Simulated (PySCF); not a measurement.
Molecule: SMILES C(C(=O)C1=CCC1)(F)(F)F, C6H5F3O.

Cartesian coordinates in Å; atom numbers follow the order of the lines, from 1:
```xyz
15

O     1.595    1.643   -1.035
C     1.243    0.635   -0.477
C    -0.102    0.261   -0.123
C    -0.662   -0.812    0.476
C    -2.050   -0.268    0.377
C    -1.421    0.969   -0.312
C     2.298   -0.434   -0.052
F     3.538   -0.097   -0.395
F     2.038   -1.629   -0.612
F     2.287   -0.627    1.279
H    -0.280   -1.733    0.878
H    -2.725   -0.853   -0.245
H    -2.532   -0.073    1.333
H    -1.711    1.122   -1.348
H    -1.520    1.905    0.233
```

Frames of a GFN2-xTB Langevin trajectory at 300 K; GIAO PBE0/pcSseg-1 shieldings in PySCF 2.14, gas phase, non-relativistic; equivalent atoms averaged within each frame.

Referencing at the same level of theory: H2O for ¹⁷O (σ = 336.08 ppm); ¹³C (σ = 186.93 ppm), ¹H (σ = 31.72 ppm) vs TMS; ¹⁹F (σ = 170.95 ppm) vs CFCl3. The references are static minima.

Question: How do the shifts (ppm) fluctuate along the trajectory?

Answer: 
```
         time (fs)     O1     C2     C4     C3     C7    C6    C5  F8/F9/F10   H11  H14/H15
               250  654.1  188.4  179.1  147.1  120.6  35.0  32.2      -92.9  8.46     3.48
               425  652.8  187.7  163.3  151.1  127.1  35.7  35.1      -95.1  7.09     3.77
               625  599.6  175.2  172.9  155.6  129.8  33.2  33.1      -83.1  7.55     3.50
               800  661.4  182.5  160.0  149.6  129.8  30.5  31.5      -78.6  7.69     2.68
              1000  635.4  183.5  159.0  146.3  129.8  32.9  31.5      -76.9  6.05     2.97
    mean of frames  640.7  183.5  166.9  149.9  127.4  33.4  32.7      -85.3  7.37     3.28
standard deviation   24.9    5.3    8.8    3.7    4.0   2.0   1.5        8.3  0.89     0.44
```

5 frames give an uncertainty of the mean of about the standard deviation over 2.2 at best, since frames this close in time may not be independent; classical motion lacks zero-point vibration, and the reference would need the same averaging.
